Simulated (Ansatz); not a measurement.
The cluster WO₄H₂, relaxed as a singlet with RKS PBE-D4/def2-SVP in Ansatz, starting from the GFN1-xTB geometry. Force threshold 0.02 eV/Å.

In the def2 sets W takes a core potential; there is no spin–orbit coupling. The structure holds one bond between oxygen atoms, so isomers without such links may lie far lower. The structure comes from a short search, and lower isomers may exist.

Start:

```tsv
atom	x (Å)	y (Å)	z (Å)
W1	0.208	-0.136	-0.165
O2	-0.462	-1.824	-0.382
O3	1.531	0.407	-1.059
O4	-0.999	-0.891	-1.298
O5	-0.536	1.209	0.706
H6	1.008	-0.824	1.112
H7	-0.749	2.059	1.087
```

Estimate the energy that the relaxation releases and the steps that it takes.

79.9 kJ/mol, in 15 steps; 15 s on 4 threads of Arm Neoverse V2 on a shared host. No frequencies were taken in this run, so the end may be a saddle point.

Does the start keep its bonding?

By distances, no bond broke or formed. The bond that changes most is W1–O2, from 1.83 to 1.96 Å (atoms count from 1).

Predict the relaxed structure.


```xyz
7

W     0.1229   -0.0653   -0.1931
O    -0.4063   -1.9377   -0.3993
O     1.5359    0.4719   -0.9986
O    -0.9826   -1.0560   -1.4037
O    -0.7426    1.2515    0.8464
H     0.9520   -0.8284    1.0825
H    -0.4794    2.1640    1.0658
```
Bond lengths: 4 × O–W 1.71 to 1.96 Å; 1 × O–O 1.46 Å; 1 × H–O 0.97 Å; 1 × H–W 1.70 Å.
